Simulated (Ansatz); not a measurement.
Ge(OEt)2Me2 (C6H16GeO2). Charge 0, multiplicity 3. Geometry PBE-D4/def2-SVP, that of the neutral singlet; atoms count from 1.

Cartesian coordinates in Å:
```
Ge 0.973 0.334 0.382
O 0.956 -1.456 0.198
C 0.078 -2.058 -0.745
C 0.050 -3.560 -0.502
H -0.952 -1.637 -0.650
H 0.415 -1.852 -1.792
H -0.615 -4.067 -1.230
H 1.069 -3.988 -0.600
H -0.315 -3.778 0.521
O -0.753 0.749 0.734
C -1.407 1.897 0.223
C -2.910 1.649 0.202
H -1.185 2.792 0.857
H -1.058 2.153 -0.808
H -3.456 2.547 -0.151
H -3.156 0.800 -0.469
H -3.271 1.394 1.219
C 1.551 1.202 -1.282
H 1.598 2.303 -1.165
H 0.859 0.962 -2.112
H 2.561 0.832 -1.545
C 2.083 0.653 1.949
H 3.101 0.253 1.781
H 1.634 0.139 2.820
H 2.150 1.737 2.164
```

At PBE0-D4/def2-TZVP a singlet of charge 0 lies 6.69 eV below the triplet at the same geometry.

**Question.** Estimate the Mulliken populations from the PBE0/def2-TZVP orbitals of Ansatz.

**Answer.** 
```csv
atom,charge (e),spin (α − β)
Ge1,0.20,0.52
O2,-0.36,0.06
C3,-0.04,-0.02
C4,-0.34,0.00
H5,0.05,0.06
H6,0.08,0.02
H7,0.11,0.00
H8,0.12,0.00
H9,0.12,0.00
O10,0.02,0.53
C11,0.02,-0.08
C12,-0.33,-0.02
H13,0.01,0.25
H14,0.02,0.18
H15,0.09,0.04
H16,0.11,0.03
H17,0.12,0.02
C18,-0.17,-0.18
H19,0.03,0.14
H20,0.04,0.12
H21,0.06,0.12
C22,-0.16,-0.12
H23,0.06,0.12
H24,0.09,0.06
H25,0.04,0.11
```
Mulliken values and Mayer orders depend strongly on the basis.

**Question.** Where does the spin sit?

**Answer.** Summed by element: Ge 0.52, O 0.60, C -0.41, H 1.29, of 2 unpaired in all. Largest on single atoms: O10 0.53, Ge1 0.52, H13 0.25.

**Question.** And the Mayer bond orders between bonded heavy atoms (over 0.3)?

**Answer.** Ge1–O2 0.94 (1.80 Å); Ge1–O10 0.46 (1.81 Å); Ge1–C18 0.36 (1.96 Å); Ge1–C22 0.41 (1.95 Å); O2–C3 0.98 (1.42 Å); C3–C4 1.03 (1.52 Å); O10–C11 1.01 (1.42 Å); C11–C12 1.03 (1.52 Å).
